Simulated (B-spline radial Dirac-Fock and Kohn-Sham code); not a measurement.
**Dipole and non-dipole photoemission parameters of Rb 3p1/2**

System: the Rb atom, [Kr] 5s1; threshold 248.7 eV (tabulated edge). Model: Dirac-Hartree-Slater photoionisation with a Latter tail; cross sections with all multipoles, angular parameters from the dipole term and its interference with E2. Program: a radial finite-basis atomic code.

For linearly polarised light dσ/dΩ = σ/(4π) [1 + β P₂(cos θ) + (δ + γ cos²θ) sin θ cos φ], with θ from the polarisation vector and φ the angle between the beam and the projection of the electron momentum on the plane normal to the polarisation.

```
hν (eV)  σ (kb)      β       γ      δ
    287     199  0.005  -0.142  0.092
    400     194  1.102   0.235  0.037
    464     176  1.296   0.194  0.018
    499     164  1.365   0.158  0.012
    800    88.6  1.580  -0.016  0.001
    827    84.0  1.587  -0.020  0.001
    961       ?      ?       ?      ?
   1300    37.2  1.610   0.045  0.004
 1486.9    28.3  1.600   0.099  0.005
   1580    24.9  1.594   0.127  0.006
   2330    10.4  1.531   0.356  0.014
   2360    10.1  1.528   0.365  0.014
   3160    4.93  1.456   0.580  0.025
   3810    3.04  1.401   0.728  0.035
   4370    2.11  1.357   0.840  0.043
   5570    1.08  1.272   1.039  0.063
   6000   0.873  1.244   1.100  0.070
   6660   0.647  1.204   1.185  0.081
 8047.8   0.371  1.128   1.338  0.104
   8630   0.301  1.099   1.394  0.114
 9251.7   0.244  1.070   1.449  0.125
  13300  0.0791  0.915   1.721  0.190
  15000  0.0539  0.863   1.805  0.216
```

Q: Give the values at 961 eV.

A: σ = 65.4 kb, β = 1.606, γ = -0.021, δ = 0.001.

Values without a named source are computed, but for edge energies of neutral atoms, which are taken from tables.
